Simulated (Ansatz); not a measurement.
A nudged elastic band was laid between two geometries of C₂H₆ClFOSi (12 atoms, charge 0, multiplicity 1).

Computed with RKS PBE0-D4/def2-SVP (Ansatz 0.2.0).

```yaml
movable_images: 2
climbing_image: no
spring: 5.0 eV/Å²
optimiser: quadratic models (default)
start_path: through a guess of the saddle point
force_threshold: 0.03 eV/Å
iteration_limit: 60
end_points: relaxed
```

Image 0:

```xyz
12
Properties=species:S:1:pos:R:3
O -1.414 -1.154 0.632
C -0.044 -1.378 0.380
Si 0.782 0.321 0.459
C -0.129 1.409 -0.821
F -0.019 0.839 -2.056
Cl 0.583 3.050 -0.847
H -1.891 -1.983 0.525
H 0.141 -1.802 -0.628
H 0.422 -2.071 1.109
H 2.218 0.235 0.068
H 0.626 0.942 1.805
H -1.199 1.537 -0.594
```

Image 3:

```xyz
12
Properties=species:S:1:pos:R:3
O -1.444 -1.398 0.417
C -0.042 -1.467 0.226
Si 0.715 0.258 0.444
C -0.111 1.368 -0.873
F 0.196 0.896 -2.115
Cl 0.472 3.052 -0.705
H -1.612 -1.243 1.353
H 0.125 -1.787 -0.816
H 0.442 -2.234 0.862
H 2.191 0.296 0.233
H 0.351 0.797 1.789
H -1.207 1.408 -0.780
```

Task: What changes between the two ends?

Result: No bond is made or broken. The dihedral H7–O1–C2–H9 goes from -64 to 56°.

Task: Give the energies along the band, and the barrier.

Result: The run converged. The highest image is number 2 of 0 to 3, 5.4 kJ/mol above the first end and 2.8 kJ/mol above the last; the last end lies 2.6 kJ/mol above the first. No image climbed, so the highest image needn't sit at the top of the path. So few images can step over the top or miss a turn of the path.

```tsv
image	path coordinate (Å)	energy (kJ/mol)	dihedral H7–O1–C2–H9 (°)
0	0.00	0.0	-64
1	0.52	3.8	-28
2	1.04	5.4	24
3	1.57	2.6	56
```

Task: What is the geometry of the highest image?

Result: 
```xyz
12
Properties=species:S:1:pos:R:3:forces:R:3
O -1.450 -1.309 0.326 0.00 -0.03 -0.02
C -0.038 -1.436 0.244 -0.01 0.00 -0.01
Si 0.741 0.281 0.442 0.00 0.00 0.00
C -0.122 1.404 -0.840 0.01 0.01 0.01
F 0.070 0.895 -2.090 0.01 0.00 -0.01
Cl 0.557 3.059 -0.752 -0.01 -0.01 0.01
H -1.732 -1.578 1.204 0.01 0.05 0.04
H 0.217 -1.832 -0.755 0.00 0.01 -0.01
H 0.369 -2.163 0.970 0.01 -0.01 -0.01
H 2.206 0.282 0.153 0.00 0.00 0.01
H 0.464 0.839 1.799 -0.01 -0.01 0.00
H -1.205 1.504 -0.669 0.00 -0.01 -0.01
```

The run took 53 s on 2 threads of Arm Neoverse V2 (shared host), peak memory 0.3 GiB.
